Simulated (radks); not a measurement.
Q: Se31+, configuration [He] 2s1. Calculated with a radial shooting solver on a logarithmic mesh with Libxc functionals: Dirac Kohn-Sham, LB94 model potential, spin-unpolarised, spherical densities, finite nucleus; Fermi nuclear charge, rms radius 4.14 fm. Some entries of the table are withheld. Estimate them.

orbital,occ.,eigenvalue (eV),r(max) (bohr),<1/r> (bohr^-1)
1s1/2,2,(1),0.02875,34.73
2s1/2,1,-3624.353,0.1554,8.478
2p1/2,0,(2),(3),8.466
2p3/2,0,(4),(5),8.207
3s1/2,0,-1590.015,0.3948,(6)

A: 
(1) 1s1/2 eigenvalue (eV): -15122.86
(2) 2p1/2 eigenvalue (eV): -3571.634
(3) 2p1/2 r(max) (bohr): 0.1187
(4) 2p3/2 eigenvalue (eV): -3516.545
(5) 2p3/2 r(max) (bohr): 0.1215
(6) 3s1/2 <1/r> (bohr^-1): 3.715
